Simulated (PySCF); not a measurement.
**How methods differ on the excitation energy of S**

S [Ne] 3s2 3p4 (3P) → S [Ne] 3s1 3p5 (3P), as a difference of total energies. Calculation: PySCF 2.14, in aug-cc-pCVTZ-DK; scalar relativity by spin-free X2C-1e. Correlated levels: valence and next inner shell: 1s2 frozen. The calculations carry no spin-orbit coupling.

Order these methods by the excitation energy they give, lowest first.
A. CCSD(T) (valence and next inner shell)
B. UHF
C. CCSD (valence and next inner shell)
D. SCS-MP2 (valence and next inner shell)

A (73546 cm⁻¹), C (78370 cm⁻¹), D (83980 cm⁻¹), B (93444 cm⁻¹).

Errors of the correlated levels include the incompleteness of this basis and the frozen core.

The upper state lies above the first ionisation limit, where it may autoionise and the basis confines it.

The coupled-cluster amplitudes are large for the upper state (T1 above 0.03 or a double amplitude above 0.15), so a single reference is strained.

For comparison: 72008 cm⁻¹ (measured; NIST levels, between the centres of gravity of the two terms).
